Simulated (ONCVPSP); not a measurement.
**Configuration tests for promethium (Pm) (ONCV)**

- Element: Pm (Z = 61)
- Generator: ONCVPSP 4.0.1
- Type: optimised norm-conserving Vanderbilt (ONCV)
- Functional: PBEsol
- Relativity: scalar-relativistic
- Frozen core: [Kr] 4d10 4f4
- Valence charge: 11
- Reference configuration: 5s2 5p6 5d1 6s1.75 6p0.25
- Partial waves: 5s+6s: rc 2.70 bohr, ncon 4, nbas 8, qcut 4.6 1/bohr, 2 projectors; 5p+6p: rc 2.55 bohr, ncon 4, nbas 8, qcut 4.2 1/bohr, 3 projectors, debl 0.5 Ha; 5d: rc 3.10 bohr, ncon 4, nbas 9, qcut 6 1/bohr, 2 projectors, debl 0.8 Ha
- Local potential: polynomial inside 2.05 bohr (lpopt 3, dvloc0 3 Ha)
- Core correction: none

Energies are relative to the spin-unpolarised reference configuration 5s2 5p6 5d1 6s1.75 6p0.25; without spin polarisation the order of configurations can differ from experiment.

```tsv
valence configuration	charge	ΔE all-electron (eV)	error AE − PS (meV)
5s2 5p6 5d1 6s2 6p0	0	-0.661	+0.1
5s2 5p6 5d1 6s1 6p0	+1	5.729	-1.8
5s2 5p6 5d1 6s0 6p0	+2	17.283	0.0
5s2 5p5 5d1 6s2 6p0	+1	29.547	-150
```
